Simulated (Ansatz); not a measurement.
Consider the formal exchange of groups at the In–B bond: `C[B](Cl)[InH2]` + `[NH2][SbH][SiH3]` → `[NH2][Sb]([SiH3])[InH2]` + `CBCl`.

Isolated molecules relaxed with PBE0-D4/def2-TZVP in Ansatz; ΔE leaves out vibrations. CCSD(T)/CBS is the MP2 limit (def2-TZVPP, def2-QZVPP) plus CCSD(T) − MP2 in def2-TZVPP, frozen cores. Functionals use def2-TZVPP. B3LYP here is the variant with VWN-RPA as its local correlation; programs differ in this. HSE06 is defined as in plane-wave codes. def2 core potentials past Kr. For In, Sb outer-core shells are correlated without core-valence functions, which leaves a few kJ/mol of doubt a bond. Each species was taken in one conformer, which may not be the lowest.

| level | ΔE (kJ/mol) | difference from CCSD(T)/CBS |
| --- | --- | --- |
| LDA (SPW92) | -105.9 | 8.4 |
| PBE-D4 | -103.2 | 11.1 |
| revPBE-D4 | -99.2 | 15.1 |
| BLYP-D4 | -100.7 | 13.6 |
| B97M-V | -96.1 | 18.2 |
| PBE0-D4 | -104.9 | 9.4 |
| B3LYP-D4 | -103.1 | 11.2 |
| r2SCANh-D4 | -107.3 | 7.0 |
| r2SCAN0-D4 | -108.3 | 6.0 |
| HSE06-D4 | -105.2 | 9.1 |
| BHLYP-D4 | -107.6 | 6.7 |
| CAM-B3LYP-D4 | -98.0 | 16.3 |
| ωB97X-V | -97.8 | 16.5 |
| ωB97M-V | -103.4 | 10.9 |
| B2PLYP | -103.3 | 11.0 |
| PBE-QIDH | -107.7 | 6.6 |
| PBE | -99.7 | 14.6 |
| revPBE | -94.6 | 19.7 |
| BLYP | -94.5 | 19.8 |
| r2SCAN | -105.7 | 8.6 |
| PBE0 | -101.8 | 12.5 |
| B3LYP | -97.4 | 16.9 |
| r2SCAN0 | -107.3 | 7.0 |
| HSE06 | -102.1 | 12.2 |
| BHLYP | -99.5 | 14.8 |
| CAM-B3LYP | -94.5 | 19.8 |
| RPA@PBE/def2-TZVPP | -93.9 | 20.4 |
| HF/def2-SVP | -95.8 | 18.5 |
| CCSD/def2-SVP | -102.7 | 11.6 |
| HF/def2-TZVPP | -93.3 | 21.0 |
| MP2/def2-TZVPP | -113.4 | 0.9 |
| SCS-MP2/def2-TZVPP | -105.3 | 9.0 |
| CCSD/def2-TZVPP | -97.7 | 16.6 |
| CCSD(T)/def2-TZVPP | -100.6 | 13.7 |
| HF/def2-QZVPP | -93.2 | 21.1 |
| MP2/def2-QZVPP | -121.3 | -7.0 |
| SCS-MP2/def2-QZVPP | -112.1 | 2.2 |
| HF/CBS(def2) | -93.2 | 21.1 |
| MP2/CBS(def2) | -127.1 | -12.8 |
| CCSD/CBS(def2) | -111.4 | 2.9 |
| CCSD(T)/CBS | -114.3 | 0 |

Largest T1 diagnostic among the species: 0.015.

Leaving LDA and LC-ωPBE aside and taking each functional with its dispersion term where it has one, the values spread over 12.1 kJ/mol, from r2SCAN0-D4 to B97M-V. LDA lies −6.2 kJ/mol from PBE without D4. From BLYP to BHLYP (50 % exact exchange), in def2-TZVPP and without D4, ΔE moves by −5.0 kJ/mol.
